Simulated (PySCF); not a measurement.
# Highest orbital energy against ionisation energy along the second row

Calculated with PySCF 2.14, no spin-orbit coupling. Each cell gives −ε(HOMO) / ΔSCF in eV; NIST values include spin-orbit coupling, (s) semi-empirical, (t) theoretical.

```
                             species              UHF              LDA              PBE             PBE0           r2SCAN  NIST (lowest levels)
 B²⁺ (aug-cc-pVTZ, non-relativistic)  37.819 / 37.815  32.352 / 37.892  32.639 / 38.282  34.042 / 38.223  32.870 / 37.849                37.931
 C²⁺ (aug-cc-pVTZ, non-relativistic)  46.096 / 45.787  40.146 / 46.947  40.349 / 47.104  42.029 / 47.042  40.662 / 46.622                47.888
 N²⁺ (aug-cc-pVTZ, non-relativistic)  47.991 / 47.265  38.550 / 47.833  38.804 / 47.984  41.229 / 47.970  39.748 / 48.187            47.445 (s)
 O²⁺ (aug-cc-pVTZ, non-relativistic)  55.757 / 54.584  44.961 / 55.387  45.045 / 55.238  47.877 / 55.275  46.104 / 55.576            54.936 (s)
 F²⁺ (aug-cc-pVTZ, non-relativistic)  63.855 / 62.241  51.584 / 63.154  51.559 / 62.831  54.808 / 62.911  52.797 / 63.154            62.708 (s)
Ne²⁺ (aug-cc-pVTZ, non-relativistic)  64.105 / 61.836  52.121 / 63.611  52.541 / 63.874  55.739 / 63.730  53.380 / 63.614                63.423
```

Task: How far is −ε(HOMO) from ΔSCF on average for each method, and why?

Result: UHF 1.02 eV; LDA -9.19 eV; PBE -9.06 eV; PBE0 -6.57 eV; r2SCAN -8.24 eV. Hartree-Fock orbital energies lack relaxation and so exceed the ΔSCF value; semilocal functionals have convex E(N) from self-interaction, so their HOMO lies far too high; exact exchange moves hybrids part of the way back.
